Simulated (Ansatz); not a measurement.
CH$_{8}$BClSi$_{2}$, SMILES `CB[SiH2][SiH2]Cl` at its PBE0-D4/def2-TZVP geometry, where that method's forces vanish. Total charge 0; spin multiplicity 1.

```xyz
13

C     1.2726   -0.5191   -1.6897
B     0.7754    0.6941   -0.8664
Si   -1.0773    0.8001   -0.0961
Si   -0.8934   -0.2156    2.0106
Cl    0.0063   -2.0673    1.7738
H     0.5070   -1.0864   -2.2209
H     1.6690   -1.1976   -0.9121
H     2.1147   -0.3038   -2.3513
H     1.5555    1.5482   -0.5459
H    -1.5739    2.1845    0.1506
H    -2.1161    0.0425   -0.8503
H    -2.2059   -0.4496    2.6651
H    -0.0340    0.5702    2.9325
```

**Question.** What forces (eV/Å) does B3LYP-D4/def2-TZVPP give on these atoms in the Gaussian-basis code of Ansatz? (Estimate.)

**Answer.** Computed: 
```
C1   0.047 -0.065  0.002
B2   0.041  0.150  0.034
Si3 -0.091  0.062 -0.058
Si4 -0.126  0.196  0.176
Cl5  0.104 -0.210 -0.029
H6   0.042  0.023  0.011
H7  -0.007  0.006 -0.046
H8  -0.044 -0.021  0.015
H9  -0.075 -0.094 -0.034
H10  0.025 -0.078 -0.026
H11  0.063  0.052  0.037
H12  0.079  0.021 -0.031
H13 -0.058 -0.042 -0.050
```

B3LYP here is the variant with VWN-RPA as its local correlation; programs differ in this.
